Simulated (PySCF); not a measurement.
## Tc²⁺: excitation energy

Tc²⁺ [Kr] 4d5 (6S) → Tc²⁺ [Kr] 4d4 5s1 (6D), as a difference of total energies. Calculation: PySCF 2.14, in aug-cc-pwCVTZ-PP with ECP28MDF (8s8p7d4f3g, 122 functions); scalar relativity through the core potential. Correlated levels: valence: 4s2 4p6 frozen; valence and next inner shell: nothing frozen outside the core potential. The calculations carry no spin-orbit coupling.

```tsv
method	excitation energy (eV)
UHF	5.689
LDA	5.103
PBE	5.215
PBE0	5.492
r2SCAN	5.368
M06-L	6.154
BP86	5.165
B3LYP	5.265
MP2 (valence)	5.860
SCS-MP2 (valence)	5.746
MP2 (valence and next inner shell)	5.664
SCS-MP2 (valence and next inner shell)	5.647
```

Problem. How much does correlation contribute at MP2 (valence and next inner shell)?

Solution. 5.664 − (5.689) = -0.025 eV, measured against UHF.
